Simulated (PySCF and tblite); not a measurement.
The numbers below are computed, except where a source is named.
System: C₃H₆OSe, numbered as in [CH2:1]1[CH2:2][Se:3][CH2:4][O:5]1.

Motion: inversion of the 5-membered ring (1–2–3–4–5). GFN2-xTB gives an electronic barrier of 4.4 kcal/mol.

Spin–orbit effects of heavy atoms on shieldings are missing.

**Question.** What does BHandHLYP/pcSseg-1 + D3(BJ) give on PBE0-D3(BJ)/def2-SVP geometries?

**Answer.** A barrier of 3.1 kcal/mol, 1.3 below the tight-binding barrier (from unrounded values) and, with GFN2-xTB thermal terms, ΔG‡(298 K) = 2.8 kcal/mol and k = 1.1×10¹¹ s⁻¹ (2 equivalent paths).

**Question.** And the level of the geometries itself, PBE0-D3(BJ)/def2-SVP?

**Answer.** 2.9 kcal/mol.

Programs: tblite and PySCF.
